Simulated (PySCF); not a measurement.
A calculated (PBE, PySCF 2.14, cc-pVTZ, no relativity, point nucleus) atom or ion has these occupied shells.

| shell | electrons | orbital energy (eV) | rms radius, mean of both spins (bohr) |
| --- | --- | --- | --- |
| 1s α | 1 | -272.84 | 0.315 |
| 1s β | 1 | -272.09 | 0.315 |
| 2s α | 1 | -14.353 | 1.74 |
| 2s β | 1 | -11.808 | 1.74 |
| 2p α | 2 | -5.998 | 1.95 |

Task: Name the element and its charge.

Result: C (carbon, neutral), in [He] 2s2 2p2, high-spin 3P determinant.
